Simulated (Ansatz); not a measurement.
PBE exchange is replaced step by step with exact exchange (0 % is PBE, 25 % PBE0; no dispersion term), basis def2-SVP, Ansatz. System: the cluster Al₃Sb₃⁺. Total charge 1; doublet. Geometry: PBE0-D4/def2-SVP, each spin state at its own.

The relaxed quartet has other bonds than the doublet, so its gap is one between isomers.

Geometry of the doublet:

Cartesian coordinates in Å:
```
Al 1.476 -0.006 -0.884
Al 0.044 -0.689 1.515
Al -1.339 0.599 -0.702
Sb 0.336 1.947 -2.059
Sb -2.378 0.246 1.653
Sb 1.860 -2.097 0.478
```

In the def2 sets Sb takes a core potential; there is no spin–orbit coupling. At PBE with 40 % exact exchange/def2-SVP the charge 1 doublet is spin-contaminated (final ⟨S²⟩ up to 0.93, 0.75 for a pure state). The structure comes from a short search, and lower isomers may exist.

HOMO and LUMO are taken over both spins.

```tsv
exact exchange (%)	HOMO (eV)	LUMO (eV)	gap (eV)	⟨S²⟩	quartet − doublet (kJ/mol)
10	-9.36	-8.47	0.89	0.801	21.2
15	-9.48	-8.35	1.13	0.817	19.5
```

(1) Estimate the row for 40 %.

Answers

(1) 
```
exact exchange (%)  HOMO (eV)  LUMO (eV)  gap (eV)   ⟨S²⟩  quartet − doublet (kJ/mol)
                40     -10.13      -7.74      2.39  0.929                        11.0
```
